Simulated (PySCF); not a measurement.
# Pb (lead, neutral): M06-L calculation

Configuration: [Xe] 4f14 5d10 6s1 6p3, high-spin 5S determinant (an excited configuration). Calculation: PySCF 2.14, in x2c-QZVPPall (16s10p9d6f1g, 142 functions); scalar relativity by spin-free X2C-1e.

```json
{
 "Total energy": "-20885.16 hartree",
 "One-electron energy": "-28567.65 hartree",
 "Hartree (Coulomb) energy": "8076.88 hartree",
 "Exchange-correlation energy": "-394.38 hartree",
 "⟨S²⟩": "6.0036",
 "⟨L²⟩": "0.000",
 "Sum of ⟨r⟩": "49.72 bohr",
 "Sum of ⟨r²⟩": "75.78 bohr²",
 "Langevin diamagnetic susceptibility": "-60.0 ×10⁻⁶ cm³/mol",
 "Time after the integrals": "of the order of 23 core-seconds"
}
```

```json
{"shell": "1s α", "electrons": "1", "mean orbital energy (hartree)": "-3228.70405", "rms radius, mean of both spins (bohr)": "0.0181"}
{"shell": "1s β", "electrons": "1", "mean orbital energy (hartree)": "-3228.70085", "rms radius, mean of both spins (bohr)": "0.0181"}
{"shell": "2s α", "electrons": "1", "mean orbital energy (hartree)": "-578.74670", "rms radius, mean of both spins (bohr)": "0.0730"}
{"shell": "2s β", "electrons": "1", "mean orbital energy (hartree)": "-578.74626", "rms radius, mean of both spins (bohr)": "0.0730"}
{"shell": "2p α", "electrons": "3", "mean orbital energy (hartree)": "-498.79146", "rms radius, mean of both spins (bohr)": "0.0673"}
{"shell": "2p β", "electrons": "3", "mean orbital energy (hartree)": "-498.78999", "rms radius, mean of both spins (bohr)": "0.0673"}
{"shell": "3s α", "electrons": "1", "mean orbital energy (hartree)": "-139.57795", "rms radius, mean of both spins (bohr)": "0.186"}
{"shell": "3s β", "electrons": "1", "mean orbital energy (hartree)": "-139.57710", "rms radius, mean of both spins (bohr)": "0.186"}
{"shell": "3p α", "electrons": "3", "mean orbital energy (hartree)": "-116.38120", "rms radius, mean of both spins (bohr)": "0.189"}
{"shell": "3p β", "electrons": "3", "mean orbital energy (hartree)": "-116.37994", "rms radius, mean of both spins (bohr)": "0.189"}
{"shell": "3d α", "electrons": "5", "mean orbital energy (hartree)": "-91.54901", "rms radius, mean of both spins (bohr)": "0.173"}
{"shell": "3d β", "electrons": "5", "mean orbital energy (hartree)": "-91.54766", "rms radius, mean of both spins (bohr)": "0.173"}
{"shell": "4s α", "electrons": "1", "mean orbital energy (hartree)": "-31.95378", "rms radius, mean of both spins (bohr)": "0.408"}
{"shell": "4s β", "electrons": "1", "mean orbital energy (hartree)": "-31.95131", "rms radius, mean of both spins (bohr)": "0.408"}
{"shell": "4p α", "electrons": "3", "mean orbital energy (hartree)": "-24.26158", "rms radius, mean of both spins (bohr)": "0.435"}
{"shell": "4p β", "electrons": "3", "mean orbital energy (hartree)": "-24.25908", "rms radius, mean of both spins (bohr)": "0.435"}
{"shell": "4d α", "electrons": "5", "mean orbital energy (hartree)": "-15.00886", "rms radius, mean of both spins (bohr)": "0.462"}
{"shell": "4d β", "electrons": "5", "mean orbital energy (hartree)": "-15.00555", "rms radius, mean of both spins (bohr)": "0.462"}
{"shell": "5s α", "electrons": "1", "mean orbital energy (hartree)": "-5.41325", "rms radius, mean of both spins (bohr)": "0.910"}
{"shell": "5s β", "electrons": "1", "mean orbital energy (hartree)": "-5.41044", "rms radius, mean of both spins (bohr)": "0.910"}
{"shell": "4f α", "electrons": "7", "mean orbital energy (hartree)": "-4.98684", "rms radius, mean of both spins (bohr)": "0.497"}
{"shell": "4f β", "electrons": "7", "mean orbital energy (hartree)": "-4.98228", "rms radius, mean of both spins (bohr)": "0.497"}
{"shell": "5p α", "electrons": "3", "mean orbital energy (hartree)": "-3.29923", "rms radius, mean of both spins (bohr)": "1.04"}
{"shell": "5p β", "electrons": "3", "mean orbital energy (hartree)": "-3.29774", "rms radius, mean of both spins (bohr)": "1.04"}
{"shell": "5d α", "electrons": "5", "mean orbital energy (hartree)": "-0.85352", "rms radius, mean of both spins (bohr)": "1.39"}
{"shell": "5d β", "electrons": "5", "mean orbital energy (hartree)": "-0.83520", "rms radius, mean of both spins (bohr)": "1.39"}
{"shell": "6s α", "electrons": "1", "mean orbital energy (hartree)": "-0.49422", "rms radius, mean of both spins (bohr)": "2.47"}
{"shell": "6p α", "electrons": "3", "mean orbital energy (hartree)": "-0.16961", "rms radius, mean of both spins (bohr)": "3.39"}
```

Spin-orbit coupling, which splits the p, d and f shells strongly at this Z, is absent. Spin-orbit coupling is strong in this species (close to jj coupling), so the high-spin LS determinant is a model state, not a physical level.

Densities and radii are taken from the X2C orbitals without a picture-change correction, which distorts them close to the nucleus.
